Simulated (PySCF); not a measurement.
Excitations are Tamm–Dancoff values on a coarser integration grid. The basis has no diffuse functions, so Rydberg states are missing or too high.

Z-matrix (Å, degrees):
```
B
I 1 2.1107
I 1 2.1107 2 119.99
I 1 2.1107 2 119.99 3 179.91
```
Charge 0, multiplicity 1.

### Question
What is the computed HOMO, T1 excitation (TDA) and HOMO–LUMO gap (PBE0-D3(BJ)/def2-TZVP run with PySCF)?

### Answer

| Item | Result |
|---|---|
| HOMO | -7.38 eV |
| T1 excitation (TDA) | 3.40 eV |
| HOMO–LUMO gap | 4.87 eV |
